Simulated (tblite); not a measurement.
Species: C6H5O3 (doublet state).
Geometry (GFN2-xTB, Å), atoms numbered from 1 in this order:
```xyz
14
C6H5O3 angstrom
O     -2.1214    2.0650   -0.9313
C     -1.4766    1.1183   -0.5475
C     -0.0678    0.9867   -0.3272
C      0.5685   -0.1028    0.0892
C      2.0530   -0.1778    0.3286
O      2.7676    0.8295   -0.3218
O     -0.0923   -1.2701    0.3823
C     -1.4132   -1.2430    0.2176
C     -2.1114   -0.1797   -0.2045
H      2.4363   -1.1337   -0.0406
H      2.2251   -0.1433    1.4192
H      2.2882    1.6630   -0.2298
H     -1.8745   -2.1907    0.4640
H     -3.1824   -0.2219   -0.3203
```

Method: GFN2-xTB as coded in tblite; computed harmonic values from a numerical Hessian at the method's own geometry, unscaled. This tight-binding method is rough: wavenumbers can miss measured ones by several per cent, in bad cases by 10 to 20. One conformer, not necessarily the lowest. Open shells enter through the occupations alone, without spin polarisation, and single modes of such species can be off by tens of per cent.

Harmonic wavenumbers (cm⁻¹): 55.4, 111.6, 138.0, 168.1, 299.1, 383.2, 412.7, 451.7, 488.3, 505.6, 561.3, 657.6, 746.7, 806.9, 865.1, 908.3, 938.7, 951.1, 1046.8, 1082.5, 1113.8, 1144.7, 1168.6, 1203.0, 1268.8, 1290.3, 1334.7, 1444.7, 1588.9, 1633.4, 1735.7, 2819.1, 2966.7, 3056.9, 3106.1, 3499.3.

A = 2948, B = 1297, C = 909.2 MHz; mass 125.024 u (most abundant isotopes); point group C1, symmetry number 1; spin multiplicity 2.

**Question.** What is the zero-point energy?

**Answer.** ½Σν̃ = 20977 cm⁻¹ = 250.94 kJ/mol.

**Question.** Give the ideal-gas entropy at 400 K and 1 bar in the rigid-rotor, harmonic-oscillator model (classical rotation).

**Answer.** Translation 175.18, rotation 124.65, vibration 121.64, spin (R ln 2) 5.76: S = 427.2 J/(mol K).

**Question.** And Cp and H(400 K) − H(0)?

**Answer.** Cp = 165.58 J/(mol K), of which vibrations give 132.32 (their classical limit is 36 R = 299.3); H(400 K) − H(0) = 39.46 kJ/mol without the zero-point energy, 26.15 from vibrations.

**Question.** How do the functions run with temperature in this model?

**Answer.** 
```csv
T (K),S (J/(mol K)),Cp (J/(mol K)),H − H(0) (kJ/mol),G − H(0) (kJ/mol),ln q(vib)
50,244.4,48.0,1.94,-10.28,0.30
100,282.9,64.6,4.77,-23.53,1.09
298.15,383.5,132.7,24.22,-90.12,4.78
373.15,416.0,157.4,35.12,-120.12,6.24
500,467.2,192.2,57.40,-176.18,8.73
750,554.6,237.7,111.66,-304.25,13.52
1000,627.0,265.0,174.77,-452.21,17.97
```

q(vib) and H(0) count from the zero-point level.

**Question.** Blend soft modes into free rotors: weight 1/[1 + (100 cm⁻¹/ν̃)⁴] for the oscillator and the rest for a rotor with moment μB/(μ + B), μ = h/(8π²ν), B = 10⁻⁴⁴ kg m². What vibrational entropy results?

**Answer.** 114.12 J/(mol K) in place of 121.64, which changes −T·S at 400 K by +3.01 kJ/mol.

Hindered rotation and anharmonicity are outside this model. Other conformers, if any are populated, would add a mixing term that is left out. The structure is chiral; the term R ln 2 for an equal mix with its mirror image is left out.

Hardware: one thread, Arm Neoverse V2 (aarch64), no GPU, on a shared host. Cost: 0.37 s. This covers the Hessian and the dipole derivatives.
